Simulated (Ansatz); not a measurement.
Coupled-cluster diagnostics for Sr2S2⁻, Ansatz.

Geometry of the doublet (PBE0-D4/def2-TZVPD):

```
atom    x (Å)    y (Å)    z (Å)
 Sr1  -0.4084  -0.3099  -2.0667
 Sr2   0.5488  -1.4212   1.4876
  S3  -1.0911   0.7073   0.5151
  S4   0.9508   1.0238   0.0640
```

In the def2 sets Sr takes a core potential; there is no spin–orbit coupling. Correlated methods freeze 10 core orbitals; core or outer-core shells of Sr are correlated, in sets that lack core-valence functions. Another isomer (doublet) lies 1.63 eV lower at PBE0-D4/def2-TZVPD; other spin states weren't run for this one.

Estimate the CCSD(T) correlation energy, the shares of MP2 and (T), T1 and the reference's ⟨S²⟩ for: charge -1, doublet, own geometry in def2-TZVPD; and the rough time on 4 threads of Arm Neoverse V1 on a shared host.


```
                           state       basis  correlation (eV)  MP2 share (%)  (T) share (%)     T1  ⟨S²⟩ (pure)  wall time                      remarks
charge -1, doublet, own geometry  def2-TZVPD           -20.222           90.1            4.1  0.048  1.47 (0.75)      3 min  large T1, spin-contaminated
```
Customary marks for T1 are 0.02 (closed shells), 0.045 (open shells) and about 0.05 (3d metals). T1 exceeds 0.02 in 1 of 1 rows and 0.045 in 1; the higher it lies, the less the single-reference result can be trusted.
